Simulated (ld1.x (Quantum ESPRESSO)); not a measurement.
## Logarithmic derivatives: erbium, PAW

```json
{
 "Element": "erbium",
 "Generator": "ld1.x (Quantum ESPRESSO) 7.5",
 "Type": "PAW",
 "Functional": "PW91",
 "Relativity": "scalar-relativistic",
 "Frozen core": "[Kr] 4d10",
 "Valence charge": "22",
 "Reference configuration": "4f12 5s2 5p6 5d0.5 6s1.5 6p0",
 "Partial waves": "5s (bound): rcut 1.80, rcutus 2.30 bohr; 6s (bound): rcut 1.80, rcutus 2.30 bohr; 5p (bound): rcut 2.35, rcutus 2.95 bohr; 6p (bound, empty): rcut 2.35, rcutus 2.95 bohr; 5d (bound): rcut 2.55, rcutus 2.75 bohr; 5d channel at 0.25 Ry: rcut 2.55, rcutus 2.75 bohr; 4f (bound): rcut 1.00, rcutus 1.25 bohr; 4f channel at 3.7 Ry: rcut 1.00, rcutus 1.25 bohr",
 "Local potential": "all-electron potential smoothed inside 1.65 bohr (lloc = -2)",
 "Core correction": "Bessel-smoothed model core, default radius (core density twice the valence density)",
 "Augmentation charge": "PSQ, radius 0.85 bohr"
}
```

The phase is arctan(r·u′/u) with u = r·R(r), unwrapped; energies in Ry, scanned from -6 to 5 Ry. A pole is an energy at which the radial function vanishes at the test radius. The pseudo phase is shifted by a multiple of π to meet the all-electron one at the reference energy, and phase errors are pseudo minus all-electron; the curves can meet again beyond the range given. Levels narrower than the energy grid can be missing from the lists of poles.

**Question.** For each channel, where are the poles, and over which energies does the pseudopotential scatter like the atom?

**Answer.**

```
channel  radius (bohr)  reference energy (Ry)  poles, all-electron       poles, pseudo  unbroken range about the reference energy with phases within 0.05 rad  phase error 1 Ry above the reference energy (rad)
      s           3.20                  -0.28          -3.78, 1.52         -3.78, 1.50                                                            -3.8 to 3.1                                             -0.001
      p           3.20                  -0.09          -1.86, 2.69  -1.84, -1.56, 2.17                                                            -1.2 to 0.3                                             -0.147
      d           3.20                  -0.06           0.53, 4.81          0.53, 4.08                                                              below 2.0                                             -0.001
      f           3.20                  -0.21          -0.20, 3.03         -0.20, 3.03                                       not even at the reference energy                                             +0.001
```

The ghost test of this file was not conclusive. Its overlap operator is not positive definite in a basis up to 400 Ry (lowest eigenvalue p -0.61), so the file is unfit for use: the generalised eigenproblem breaks down once the basis is large enough, and its test numbers describe a broken file.

Phases in the f channel:

```tsv
E (Ry)	all-electron	pseudo
-6.00	1.449	1.449
-5.74	1.447	1.447
-5.48	1.444	1.444
-5.22	1.442	1.442
-4.96	1.439	1.439
-4.70	1.435	1.435
-4.44	1.432	1.432
-4.18	1.429	1.429
-3.92	1.425	1.425
-3.66	1.420	1.420
-3.40	1.415	1.415
-3.14	1.410	1.410
-2.88	1.405	1.405
-2.62	1.398	1.398
-2.36	1.391	1.391
-2.10	1.383	1.383
-1.84	1.374	1.374
-1.58	1.363	1.363
-1.32	1.350	1.350
-1.06	1.334	1.334
-0.80	1.313	1.313
-0.54	1.282	1.282
-0.28	1.152	1.151
-0.02	-1.860	-1.860
0.24	-1.929	-1.929
0.50	-2.008	-2.007
0.76	-2.132	-2.131
1.02	-2.369	-2.367
1.28	-2.894	-2.889
1.54	-3.705	-3.700
1.80	-4.201	-4.198
2.06	-4.427	-4.426
2.32	-4.548	-4.547
2.58	-4.624	-4.624
2.84	-4.679	-4.679
3.10	-4.724	-4.724
3.36	-4.764	-4.764
3.62	-4.804	-4.804
3.88	-4.849	-4.849
4.14	-4.905	-4.905
4.40	-4.987	-4.986
4.66	-5.130	-5.126
4.92	-5.462	-5.447
```
